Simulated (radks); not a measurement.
Results of a calculation; reference values are marked as such.
These are the eigenvalues of the occupied orbitals of an atom or ion with whole-number occupations (eV). Level of theory: scalar-relativistic Kohn-Sham, PBEsol, spin-polarised, spherical densities, finite nucleus; Fermi nuclear charge, rms radius of each element as measured or else 0.836 A^(1/3) + 0.57 fm (a radial shooting solver on a logarithmic mesh with Libxc functionals).

1s down: -19815.76
1s up: -19815.74
2s up: -2804.273
2s down: -2803.783
2p up: -2508.155
2p down: -2507.788
3s up: -482.2109
3s down: -481.9291
3p up: -385.2158
3p down: -384.9007
3d up: -227.2995
3d down: -226.8271
4s up: -71.7738
4s down: -69.0942
4p up: -46.1052
4p down: -43.1146
4d up: -11.4225

Which element is it, and in what charge state? The configuration may be excited. Open shells, if any, are filled with parallel spins first.

Answer. Z = 42, molybdenum, charge +1: Mo+ in [Kr] 4d5. The list shows which subshells hold electrons but not how many an open one holds; the 1s level, -728.22 hartree, gives Z - s = 38.2 by -(Z - s)^2/2, which with screening and relativity narrows Z to a few neighbours, and the depths of the outer levels then fix element, charge and occupations together.
